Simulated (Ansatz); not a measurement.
Compare A (`C[Si]1(Cl)CC1=N`) with its isomer B (`NC1=C(CCl)[SiH2]1`).

Calculated with Ansatz (gas phase, PBE0-D4/def2-TZVP geometries, no zero-point term in ΔE). CCSD(T)/CBS adds triple-zeta CCSD(T) − MP2 to the extrapolated MP2 energy (def2 sets, frozen cores). DFT in def2-TZVPP. B3LYP here is the variant with VWN-RPA as its local correlation; programs differ in this. One conformer a species, not always the lowest.

A:

Z-matrix (Å, degrees):
```
C
Si 1 1.851
H 1 1.092 2 110.3
H 1 1.092 2 110.8 3 -120.1
H 1 1.092 2 109.6 3 119.8
Cl 2 2.049 1 111.5 3 60.3
C 2 1.855 1 122.0 3 -86.7
C 2 1.839 1 124.1 3 -145.6
H 7 1.090 2 120.9 1 146.0
H 7 1.091 2 120.1 1 -2.5
N 8 1.256 2 162.1 1 -76.8
H 11 1.021 8 110.7 2 0.3
```

B:

```xyz
12

N     0.010    0.089    1.986
C    -0.446    0.154    0.719
C     0.011   -0.079   -0.524
C     1.255   -0.506   -1.180
Cl    2.681   -0.437   -0.076
Si   -1.716    0.417   -0.541
H    -0.516    0.542    2.711
H     1.002   -0.001    2.135
H     1.505    0.128   -2.030
H     1.200   -1.540   -1.525
H    -2.159    1.784   -0.926
H    -2.827   -0.550   -0.748
```

Question: Which isomer does CCSD(T)/CBS put lower? Give the gap. (Estimate.)

Answer: Ansatz gave: A, by 35.9 kcal/mol.

Question: Give E(B) − E(A) in kcal/mol with MP2/def2-TZVPP, B3LYP, CCSD/def2-TZVPP, PBE0-D4, ωB97M-V, B2PLYP, HF/def2-TZVPP. (Best estimate.)

Answer: Ansatz gave: MP2/def2-TZVPP 35.5, B3LYP 35.0, CCSD/def2-TZVPP 36.4, PBE0-D4 33.9, ωB97M-V 36.1, B2PLYP 35.4, HF/def2-TZVPP 34.1. None reverses the order clearly.

Largest T1 diagnostic: 0.012.

In def2-TZVPP, CCSD(T) changes the Hartree–Fock value by +2.4 kcal/mol (the triples alone add +0.1 kcal/mol) and MP2 by +1.3 kcal/mol.
